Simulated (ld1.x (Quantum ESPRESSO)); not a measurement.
Reading a pseudo-wave (B (Z = 5))

Columns: radius, all-electron u(r) and pseudo u(r) of the 2s shell (level -9.36 eV) of boron in the configuration [He] 2s2 2p1; PBEsol, non-relativistic, TM scheme, ld1.x (Quantum ESPRESSO) 7.5.

| r (bohr) | all-electron | pseudo |
| --- | --- | --- |
| 0.195 | 0.3010 | -0.0872 |
| 0.390 | 0.1028 | -0.1839 |
| 0.585 | -0.1720 | -0.2984 |
| 0.780 | -0.4045 | -0.4312 |
| 0.975 | -0.5711 | -0.5655 |
| 1.170 | -0.6736 | -0.6696 |
| 1.365 | -0.7233 | -0.7230 |
| 1.560 | -0.7335 | -0.7335 |
| 1.755 | -0.7159 | -0.7159 |
| 1.950 | -0.6802 | -0.6802 |
| 2.145 | -0.6335 | -0.6335 |
| 2.340 | -0.5812 | -0.5812 |
| 2.535 | -0.5269 | -0.5269 |
| 2.730 | -0.4733 | -0.4733 |
| 2.925 | -0.4218 | -0.4218 |
| 3.120 | -0.3736 | -0.3736 |
| 3.315 | -0.3292 | -0.3292 |
| 3.510 | -0.2888 | -0.2888 |
| 3.705 | -0.2525 | -0.2525 |
| 3.900 | -0.2202 | -0.2202 |
| 4.095 | -0.1915 | -0.1915 |
| 4.290 | -0.1662 | -0.1662 |
| 4.485 | -0.1440 | -0.1440 |
| 4.680 | -0.1246 | -0.1246 |
| 4.875 | -0.1077 | -0.1077 |
| 5.070 | -0.0930 | -0.0930 |

**Question.** How many radial nodes do the two functions have?

**Answer.** The all-electron 2s function has n − l − 1 = 1; the pseudo-wave has 0, since the states of the same l below it are removed with the core.

**Question.** At about which radius was the pseudo-wave matched?

**Answer.** 1.55 bohr, where the columns begin to agree (steps of 0.20 bohr).

**Question.** Is the pseudo-wave norm-conserving?

**Answer.** Yes: the TM scheme keeps the norm inside the radius equal to the all-electron one, which fixes the energy derivative of the logarithmic derivative at the level.
